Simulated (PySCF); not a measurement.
## Pd⁻ (palladium, charge -1) across methods

[Kr] 4d10 5s1, 2S determinant. Calculation: PySCF 2.14, in aug-cc-pV5Z-PP with ECP28MDF (8s8p7d5f4g3h2i, 197 functions); a scalar-relativistic core potential.

```csv
method,E (hartree),mean ε 5s α (eV),mean ε 4d α (eV),mean ε 4d β (eV),Σ⟨r²⟩ (bohr²),⟨S²⟩
r2SCAN,-127.5032,1.036,1.465,1.578,74.97,0.755
PBE0,-127.4583,0.830,0.115,0.189,77.77,0.753
LDA,-127.2552,1.064,1.349,1.472,73.17,0.752
PBE,-127.4937,1.178,1.462,1.588,76.04,0.753
UHF,-126.60180,0.186,-4.601,-4.641,108.9,0.751
```

Energies and moments cover only the electrons outside the core potential. At r2SCAN the highest occupied level has a positive energy, so only the finite basis holds that electron; in a semilocal or global hybrid functional this comes from self-interaction and does not mean that the real anion is unbound.

The highest occupied level is positive at r2SCAN, PBE0, LDA, PBE, UHF: only the finite basis holds that electron, at UHF too, so the state is unbound at these levels.
